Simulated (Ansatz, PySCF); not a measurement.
C2H9NSi3, SMILES [SiH3]C1=N[SiH2][SiH2]C1. Atoms are numbered in the order given.

```xyz
15

Si     2.7129    -0.1724    -0.3474
C      0.8210    -0.0300    -0.0908
N      0.1493    -0.9405    -0.6818
Si    -1.6270    -0.9389    -0.5313
Si    -1.6762     0.9682     0.8260
C      0.2361     1.0946     0.7587
H      3.4446     0.9310     0.3521
H      3.1726    -1.4823     0.1990
H      3.0062    -0.1020    -1.8082
H     -2.2404    -0.8217    -1.8869
H     -2.0743    -2.2216     0.0869
H     -2.3244     2.1809     0.2424
H     -2.1619     0.7747     2.2252
H      0.5663     2.0640     0.3453
H      0.6826     1.0491     1.7678
```
Charge 0, spin multiplicity 1.

Coordinates come from a PBE0-D3(BJ)/def2-SVP optimisation. This is a generated structure with no PubChem entry under its InChIKey; it may be hypothetical. The values are those of a single conformer.

Two levels are set side by side: PBE-D3(BJ)/def2-SVP (Ansatz, a program for electronic structure) and PBE0-D3(BJ)/def2-SVP (Ansatz). Each level has its own optimised geometry; the coordinates shown are those of the second. Frequencies come from the Hessian of PySCF at each geometry. Differences are taken from unrounded values.

| quantity | PBE0-D3(BJ) |
|---|---|
| mean bond length (Å) | 1.561 |
| bond Si1–C2 (Å) | 1.915 |
| bond C2–N3 (Å) | 1.277 |
| bond C2–C6 (Å) | 1.526 |
| bond N3–Si4 (Å) | 1.783 |
| bond Si4–Si5 (Å) | 2.341 |
| bond Si5–C6 (Å) | 1.918 |
| bond Si1–H7 (Å) | 1.497 |
| bond Si1–H8 (Å) | 1.492 |
| bond Si1–H9 (Å) | 1.492 |
| bond Si4–H10 (Å) | 1.492 |
| bond Si4–H11 (Å) | 1.493 |
| bond Si5–H12 (Å) | 1.494 |
| bond Si5–H13 (Å) | 1.494 |
| bond C6–H14 (Å) | 1.104 |
| bond C6–H15 (Å) | 1.104 |
| highest harmonic wavenumber (cm⁻¹) | 3113 |
| mean harmonic wavenumber (cm⁻¹) | 1095 |
| zero-point energy (kcal/mol) | 61.04 |

Task: What does PBE-D3(BJ) give, and how far is it from PBE0-D3(BJ)? (An estimate is asked for; the answer gives what the named calculation found.)

Result: 
```csv
quantity,PBE-D3(BJ),PBE-D3(BJ) minus PBE0-D3(BJ)
mean bond length (Å),1.572,0.011
bond Si1–C2 (Å),1.926,0.011
bond C2–N3 (Å),1.288,0.012
bond C2–C6 (Å),1.534,0.008
bond N3–Si4 (Å),1.799,0.016
bond Si4–Si5 (Å),2.352,0.010
bond Si5–C6 (Å),1.931,0.014
bond Si1–H7 (Å),1.508,0.010
bond Si1–H8 (Å),1.502,0.010
bond Si1–H9 (Å),1.502,0.010
bond Si4–H10 (Å),1.503,0.011
bond Si4–H11 (Å),1.503,0.011
bond Si5–H12 (Å),1.504,0.010
bond Si5–H13 (Å),1.504,0.010
bond C6–H14 (Å),1.113,0.008
bond C6–H15 (Å),1.113,0.008
highest harmonic wavenumber (cm⁻¹),3020,-93
mean harmonic wavenumber (cm⁻¹),1056,-39
zero-point energy (kcal/mol),58.86,-2.18
```

Exact exchange shortens and stiffens bonds; PBE has none. Differences between two approximate levels are no errors against the true value.
